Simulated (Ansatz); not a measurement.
Species: SiN2H4, charge 0, singlet. SiN2H4 (SMILES N[Si]N).
B3LYP-D3(BJ)/def2-TZVP minimum from Ansatz (a quantum-chemistry and plane-wave program):
```xyz
7

Si    -0.1340    -0.2119     0.6146
N     -1.1776     0.4815    -0.5676
H     -0.9363     0.7938    -1.4979
H     -2.1558     0.6183    -0.3690
N      1.3559    -0.1995    -0.2502
H      2.1977    -0.5519     0.1764
H      1.5221     0.1330    -1.1899
```
Charge 0, spin multiplicity 1.

Atomisation energy term by term, kcal/mol (programs: Ansatz). UHF or UKS for unpaired electrons; spin-orbit terms are left out. Cores are frozen in correlated methods. Rows without X2C or -DK are non-relativistic. CBS(X,Y): correlation extrapolated as X^-3, Hartree-Fock from the larger set. A bracket is a step between two methods taken in the basis named. '+ core + X2C': CCSD(T) terms for core correlation (cc-pwCVTZ, 1s frozen past Ne) and scalar relativity (cc-pVTZ-DK). For partners of very few electrons the exact lower level stands in for a higher one.

```json
[
 {"term": "Hartree-Fock", "basis": "cc-pV(Q+d)Z", "kcal/mol": "379.68"},
 {"term": "CCSD correlation", "basis": "CBS(cc-pV(T+d)Z,cc-pV(Q+d)Z)", "kcal/mol": "183.33"},
 {"term": "(T)", "basis": "CBS(cc-pV(T+d)Z,cc-pV(Q+d)Z)", "kcal/mol": "11.23"},
 {"term": "CCSDT(Q) - CCSD(T)", "basis": "cc-pV(D+d)Z", "kcal/mol": "0.81"},
 {"term": "core correlation", "basis": "cc-pwCVTZ", "kcal/mol": "1.71"},
 {"term": "scalar relativity", "basis": "X2C, cc-pVTZ-DK", "kcal/mol": "-0.88"},
 {"term": "sum: De", "basis": "", "kcal/mol": "575.9"}
]
```
